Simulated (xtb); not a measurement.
HfBr4, SMILES [Br][Hf]([Br])([Br])[Br], multiplicity 1. All values are semi-empirical tight-binding results from xtb (GFN2-xTB unless named), good for trends rather than for accurate numbers. Geometry: GFN2-xTB. The spin state was assumed, not searched. The isomer is the one that the SMILES or the coordinates give; other isomers of the formula were not compared.

For metal compounds this method's bond lengths and energies can be far off.

The point group as xtb finds it comes out as Td and the orbital gap is 3.11 eV. The zero-point energy comes out as 1.5 kcal/mol and the G − E(el) at 298.15 K (modified RRHO) is -22.4 kcal/mol.
